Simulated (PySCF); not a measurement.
## Löwdin shares of the frontier orbitals

C6H12OP2.
Geometry (PBE0-D3(BJ)/def2-SVP, Å), atoms numbered from 1 in this order:
```
atom  x, y, z in Å
C1    -2.8206    1.0695    0.2465
C2    -2.5143   -0.3893    0.5432
P3    -1.1280   -1.0551   -0.5051
C4    -0.8627   -2.7052    0.2869
C5     0.2343   -0.1573    0.1803
C6     1.1913    0.5091    0.5604
P7     2.5042    1.5688    1.0903
C8     3.3706    1.7240   -0.5682
O9     3.5649    0.5395   -1.2621
H10   -3.6672    1.4255    0.8530
H11   -3.0774    1.2197   -0.8136
H12   -1.9540    1.7093    0.4748
H13   -3.3859   -1.0261    0.3129
H14   -2.2737   -0.5384    1.6087
H15    0.0501   -3.1598   -0.1241
H16   -0.7729   -2.6385    1.3812
H17   -1.7135   -3.3536    0.0283
H18    3.3364    0.5382    1.6258
H19    2.7837    2.4742   -1.1373
H20    4.3563    2.1751   -0.3663
H21    2.7090    0.0926   -1.3154
```

Computed, not measured: TDDFT CAM-B3LYP/def2-SVPD, vertical, gas phase, core orbitals frozen in the response in PySCF.

Frontier orbitals with the atoms that hold most of them (Löwdin shares over 4%, at most four atoms; ? is withheld):

```
orbital  ε (eV)                           atoms
 LUMO+2    1.30  C6 14%, C1 11%, C5 10%, P7 10%
 LUMO+1    0.69  C6 21%, C5 19%, P7 15%, P3 13%
   LUMO    0.45                               ?
   HOMO       ?                               ?
 HOMO-1   -8.41  P7 32%, C6 15%, C5 14%, P3 14%
 HOMO-2   -9.36  O9 29%, C5 15%, C6 14%, C8 10%
 HOMO-3  -10.24   O9 23%, C5 20%, C6 19%, C8 8%
```

Problem. Give the leading atoms of the LUMO.

Solution. C6 (bonded to C and P) 19%; C5 (bonded to C and P) 18%; P7 (bonded to 2 C and H) 14%; P3 (bonded to 3 C) 12%. By element: carbon 37% or more, phosphorus 27%.

Problem. Give the leading atoms of the HOMO.

Solution. P3 (bonded to 3 C) 35%; C5 (bonded to C and P) 14%; C6 (bonded to C and P) 13%; P7 (bonded to 2 C and H) 11%. By element: phosphorus 46%, carbon 27% or more.

Problem. What is the HOMO energy, and the HOMO–LUMO gap?

Solution. ε(HOMO) = -7.84 eV; the gap is 8.30 eV (0.3049 hartree).

Problem. The HOMO–LUMO gap is 8.30 eV. Where does the response calculation put the lowest singlet, and from which orbitals?

Solution. S1 is at 4.95 eV (f = 0.011), 3.35 eV below the gap, made of HOMO→LUMO (58%), HOMO→LUMO+1 (24%). 

Next come S2 at 5.25 eV (f 0.056), HOMO→LUMO+1 (46%), HOMO-1→LUMO (27%), HOMO→LUMO (10%); S3 at 5.57 eV (f 0.032), HOMO-1→LUMO+1 (33%), HOMO-1→LUMO (28%), HOMO→LUMO (10%); S4 at 6.06 eV (f 0.501), HOMO-1→LUMO+1 (34%), HOMO-1→LUMO (24%), HOMO→LUMO (10%); S5 at 6.36 eV (f 0.0033), HOMO→LUMO+2 (69%).

Löwdin shares depend on the basis, the more so with diffuse functions.

Time: 6.6 min (with the writing of density and orbital grids); peak memory 1.4 GiB. Hardware: one thread, Arm Neoverse V2 (aarch64) (shared host).

One conformer stands for the species.
